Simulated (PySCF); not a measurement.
Species: `CCN1CCC=N1`. The columns A, B, C and D hold Mulliken, IAO, Hirshfeld and ESP-fitted charges (e) of one PBE0/pcSseg-1 density (PySCF), in a shuffled order. Coordinates in Å (GFN2-xTB); the density's dipole moment is (-0.32, -2.06, 0.13) D.

```json
{"atom": "C1", "x": "2.165", "y": "-0.086", "z": "0.582", "A": "-0.160", "B": "-0.439", "C": "-0.128", "D": "-0.301"}
{"atom": "C2", "x": "1.399", "y": "0.349", "z": "-0.672", "A": "+0.124", "B": "-0.147", "C": "-0.023", "D": "-0.008"}
{"atom": "N3", "x": "-0.029", "y": "0.382", "z": "-0.512", "A": "-0.123", "B": "-0.117", "C": "-0.033", "D": "-0.494"}
{"atom": "C4", "x": "-0.806", "y": "-0.850", "z": "-0.322", "A": "+0.187", "B": "-0.179", "C": "-0.025", "D": "+0.042"}
{"atom": "C5", "x": "-2.077", "y": "-0.353", "z": "0.382", "A": "-0.294", "B": "-0.301", "C": "-0.075", "D": "-0.288"}
{"atom": "C6", "x": "-1.684", "y": "1.076", "z": "0.677", "A": "+0.248", "B": "-0.085", "C": "-0.018", "D": "+0.032"}
{"atom": "N7", "x": "-0.555", "y": "1.401", "z": "0.192", "A": "-0.454", "B": "-0.174", "C": "-0.115", "D": "-0.181"}
{"atom": "H8", "x": "3.233", "y": "0.021", "z": "0.417", "A": "+0.037", "B": "+0.144", "C": "+0.044", "D": "+0.113"}
{"atom": "H9", "x": "1.958", "y": "-1.125", "z": "0.829", "A": "+0.038", "B": "+0.133", "C": "+0.035", "D": "+0.108"}
{"atom": "H10", "x": "1.875", "y": "0.539", "z": "1.424", "A": "+0.073", "B": "+0.148", "C": "+0.037", "D": "+0.123"}
{"atom": "H11", "x": "1.701", "y": "1.363", "z": "-0.945", "A": "+0.051", "B": "+0.157", "C": "+0.044", "D": "+0.126"}
{"atom": "H12", "x": "1.627", "y": "-0.322", "z": "-1.505", "A": "+0.004", "B": "+0.137", "C": "+0.042", "D": "+0.111"}
{"atom": "H13", "x": "-1.003", "y": "-1.303", "z": "-1.297", "A": "+0.005", "B": "+0.145", "C": "+0.041", "D": "+0.126"}
{"atom": "H14", "x": "-0.255", "y": "-1.571", "z": "0.292", "A": "+0.030", "B": "+0.123", "C": "+0.035", "D": "+0.114"}
{"atom": "H15", "x": "-2.950", "y": "-0.384", "z": "-0.273", "A": "+0.099", "B": "+0.148", "C": "+0.044", "D": "+0.141"}
{"atom": "H16", "x": "-2.314", "y": "-0.908", "z": "1.291", "A": "+0.087", "B": "+0.150", "C": "+0.045", "D": "+0.139"}
{"atom": "H17", "x": "-2.294", "y": "1.782", "z": "1.205", "A": "+0.046", "B": "+0.157", "C": "+0.051", "D": "+0.096"}
```

Which column most likely holds the ESP-fitted charges?

A. Σ q r misses the density's dipole by 0.06 D (A), 0.72 D (B), 1.01 D (D), 1.21 D (C). Charges fitted to the outside potential are the only set here that is tied to the molecule's multipoles.

And the Hirshfeld charges?

C. The mean sizes are 0.049 e (C), 0.121 e (A), 0.150 e (D), 0.170 e (B), and Hirshfeld charges are commonly the smallest of these schemes.

As computed, A = ESP-fitted, B = IAO, C = Hirshfeld, D = Mulliken. Hydrogens on carbon: ESP-fitted 0.00 to +0.10, IAO +0.12 to +0.16, Hirshfeld +0.03 to +0.05, Mulliken +0.10 to +0.14 e.

The Mulliken scheme counts on each atom the diagonal of the density matrix times the overlap matrix over that atom's basis functions. The ESP scheme fits charges at the nuclei, held to the total charge, to the electrostatic potential on points at 1.4 to 2.0 times the van der Waals radii.

The structure is a single GFN2-xTB conformer in the gas phase; no vibrational or solvent corrections.
